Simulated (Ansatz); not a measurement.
The same hydrogen abstraction along the group B, Al, Ga, In.

Gas-phase electronic energies from Ansatz, PBE0-D4/def2-TZVP geometries. CBS: MP2 limit from def2 TZ/QZ plus the TZ coupled-cluster correction, frozen cores. Small cases extrapolate CCSD(T) itself. No spin–orbit coupling; open shells (•) take unrestricted orbitals. def2 core potentials past Kr. Bonds to Ga, In are less sure, by a few kJ/mol each and by 10 to 20 or more in all where they break to atoms, as the def2 sets lack core-valence functions. Scalar relativity is left out up to krypton. One conformer a species, not always the lowest.

Task: Order these by ΔE at CCSD(T)/CBS, lowest first. (Estimate.)
A. `[SH][InH][SH]` + H• → `[SH][In][SH]`• + H₂
B. `SBS` + H• → `S[B]S`• + H₂
C. `[SH][GaH][SH]` + H• → `[SH][Ga][SH]`• + H₂
D. `[SH][AlH][SH]` + H• → `[SH][Al][SH]`• + H₂

Result: A (-152.6 kJ/mol), C (-103.2 kJ/mol), D (-91.6 kJ/mol), B (+1.0 kJ/mol).

Largest T1 diagnostic: 0.018, for `[SH][In][SH]`•.

Extrapolated directly: `[SH][AlH][SH]` + H• → `[SH][Al][SH]`• + H₂.
